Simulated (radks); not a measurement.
Values are calculated unless marked as measured or tabulated.
All-electron atom: Os XXXVIII in [Ar] 3d10 4s2 4p5 4d3 4f1 (not the ground configuration).

Level of theory: scalar-relativistic Kohn-Sham, PBE, spin-unpolarised, spherical densities, point nucleus (a radial shooting solver on a logarithmic mesh with Libxc functionals).

Energy parts (eV):
part                       energy
total                  -447061.42
kinetic                 498059.78
electron-nucleus      -1042185.59
Hartree                 104528.18
exchange-correlation     -7463.78

Orbitals (lengths in bohr, moments of r in powers of bohr; r(90%) holds 90 % of the orbital's charge):
[
 {"orbital": "1s", "occ.": "2", "eigenvalue (eV)": "-75482.57", "r(90%)": "0.0323", "<1/r>": "90.51"},
 {"orbital": "2s", "occ.": "2", "eigenvalue (eV)": "-14465.09", "r(90%)": "0.116", "<1/r>": "21.19"},
 {"orbital": "2p", "occ.": "6", "eigenvalue (eV)": "-12801.83", "r(90%)": "0.110", "<1/r>": "19.06"},
 {"orbital": "3s", "occ.": "2", "eigenvalue (eV)": "-4546.480", "r(90%)": "0.281", "<1/r>": "7.930"},
 {"orbital": "3p", "occ.": "6", "eigenvalue (eV)": "-4056.793", "r(90%)": "0.287", "<1/r>": "7.298"},
 {"orbital": "3d", "occ.": "10", "eigenvalue (eV)": "-3521.004", "r(90%)": "0.268", "<1/r>": "6.884"},
 {"orbital": "4s", "occ.": "2", "eigenvalue (eV)": "-2010.895", "r(90%)": "0.557", "<1/r>": "3.739"},
 {"orbital": "4p", "occ.": "5", "eigenvalue (eV)": "-1831.718", "r(90%)": "0.581", "<1/r>": "3.480"},
 {"orbital": "4d", "occ.": "3", "eigenvalue (eV)": "-1622.691", "r(90%)": "0.592", "<1/r>": "3.257"},
 {"orbital": "4f", "occ.": "1", "eigenvalue (eV)": "-1413.087", "r(90%)": "0.565", "<1/r>": "3.020"},
 {"orbital": "5s", "occ.": "0", "eigenvalue (eV)": "-1125.729", "r(90%)": "0.949", "<1/r>": "2.125"},
 {"orbital": "5p", "occ.": "0", "eigenvalue (eV)": "-1045.739", "r(90%)": "0.990", "<1/r>": "2.003"},
 {"orbital": "5d", "occ.": "0", "eigenvalue (eV)": "-950.2542", "r(90%)": "1.03", "<1/r>": "1.892"},
 {"orbital": "5f", "occ.": "0", "eigenvalue (eV)": "-857.9759", "r(90%)": "1.04", "<1/r>": "1.778"}
]

The highest occupied level is 4f at -1413.1 eV. Summed over all electrons, <r^2> = 2.756 bohr^2, which gives a Langevin (diamagnetic) susceptibility term of -2.18 x 10^-6 cm^3/mol.
